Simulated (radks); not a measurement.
Valence configurations of the xenon ion Xe+ (all share [Kr]). All-electron calculation, scalar-relativistic Kohn-Sham, r2SCAN, spin-unpolarised, spherical densities, finite nucleus; meta-GGA in the generalised Kohn-Sham scheme; Fermi nuclear charge, rms radius 4.7859 fm. Program: a radial shooting solver on a logarithmic mesh with Libxc functionals. Energies are relative to 4d10 5s2 5p5; eigenvalues in eV.

valence           E (eV)    e(4d)    e(5p)    e(5s)
4d10 5s2 5p5       0.000  -70.733  -17.359  -29.779
4d9.5 5s2 5p5.5   27.358  -74.216  -18.106  -30.890
4d10 5s1 5p6      12.464  -72.057  -17.948  -30.465
4d10 5s1.5 5p5.5   6.220  -71.399  -17.657  -30.127
4d9 5s2 5p6       56.085  -77.689  -18.840  -31.980

NIST lists [Kr] 4d10 5s2 5p5 as the ground configuration; this level of theory agrees among the configurations tried. The energies are those of spherical spin-averaged densities, not of single terms.
